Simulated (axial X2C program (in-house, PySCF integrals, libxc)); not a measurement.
**MnI: cheaper levels and CCSD(T), 2c**

All values were computed with an in-house relativistic program for diatomic molecules. Two-component (2c) means X2C with spin–orbit coupling and atomic mean-field two-electron Coulomb and Gaunt terms. Basis: I dyall-cv3z [11s12p8d4f1g], Mn dyall-cv3z [9s10p6d3f2g] (cores contracted in-house); Gaussian nuclei, density fitting, unrestricted open shells. Masses: I 126.904 u, Mn 54.938 u.

State: Ω = 3 (⟨Sz⟩ = 3.00, ⟨Lz⟩ = 0.00 at HF); fragments I + Mn.

```
level  Re (Å)  ωe (cm⁻¹)  De (eV)
 PBE0   2.597      233.6     2.51
   HF   2.687      223.2     1.98
  MP2   2.621      235.2     2.33
 CCSD   2.624      233.6     2.02
 BP86   2.583      228.9     2.54
```

Correlated methods: 14 electrons correlated (number of frozen shells: I 4 s, 3 p, 2 d; Mn 3 s, 2 p), 310 virtual spin orbitals or spinors in MP2, 90 natural virtuals in coupled cluster.

CCSD(T), same Hamiltonian and basis:

Re = 2.621 Å, ωe = 233.6 cm⁻¹, De = 2.04 eV; T1 = 0.014 (Lee–Taylor normalisation).

Give the differences from CCSD(T) in the columns below.



| level | ΔRe (Å) | Δωe (cm⁻¹) | ΔDe (eV) |
| --- | --- | --- | --- |
| PBE0 | -0.024 | 0.0 | 0.47 |
| HF | 0.066 | -10.4 | -0.06 |
| MP2 | 0.000 | 1.6 | 0.29 |
| CCSD | 0.003 | 0.0 | -0.02 |
| BP86 | -0.038 | -4.7 | 0.50 |

One determinant describes the state; a PBE0 search over occupations chose it and may have missed a lower one. Dissociation energies refer to the lowest single-determinant-based atoms at the same level and basis. Density functionals use the spin component along the axis (collinear). Coupled cluster ran in a truncated set of natural virtual spinors; the MP2 energy of the rest was added. (T) has no such correction and the atoms are truncated less, which lowers De at CCSD(T) by a hundredth of an eV or more. Other states lie close and PBE0, whose exact exchange favours high spin, may order them wrongly; the determinant shown need not be the ground state. The nearest other 2c determinant of the search, Ω = 2, lies 0.67 eV up at the distance of the search. Without a current term, density functionals place determinants with orbital angular momentum somewhat too high. With several unpaired electrons one determinant need not be a pure state. Open-shell Ω = 0 determinants with evenly filled partner blocks cannot be reached by this program, so the Ω shown need not be the lowest component.
